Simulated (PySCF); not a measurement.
**Hg²⁺ (mercury, charge +2) across methods**

[Xe] 4f14 5d9 6s1, high-spin 3D determinant (an excited configuration). Computed with PySCF 2.14 in aug-cc-pwCVTZ-PP with ECP60MDF (8s8p7d4f3g, 122 functions), with scalar relativity through the core potential.

| method | E (hartree) | mean ε 5d α (eV) | mean ε 5d β (eV) | mean ε 6s α (eV) | Σ⟨r²⟩ (bohr²) | ⟨S²⟩ |
| --- | --- | --- | --- | --- | --- | --- |
| UHF | -151.38513 | -39.234 | -37.693 | -27.932 | 36.28 | 2.002 |
| wB97X-V | -152.1996 | -36.519 | -35.484 | -28.168 | 36.22 | 2.000 |
| PBE0 | -152.2269 | -34.143 | -32.917 | -26.136 | 36.22 | 2.001 |
| HSE06 | -152.2236 | -33.714 | -32.500 | -25.740 | 36.24 | 2.001 |
| LDA | -151.9707 | -32.233 | -31.129 | -25.626 | 36.46 | 2.000 |
| r2SCAN | -152.2888 | -32.659 | -31.291 | -25.537 | 36.10 | 2.002 |
| PBE | -152.2542 | -32.101 | -30.962 | -25.253 | 36.33 | 2.001 |

Task: Estimate the same row for wB97M-V.

Result: E (hartree) = -152.1517; mean ε 5d α (eV) = -36.590; mean ε 5d β (eV) = -35.452; mean ε 6s α (eV) = -28.109; Σ⟨r²⟩ (bohr²) = 36.26; ⟨S²⟩ = 2.001.

Energies and moments cover only the electrons outside the core potential. Spin-orbit coupling, absent here, splits the open shell strongly.
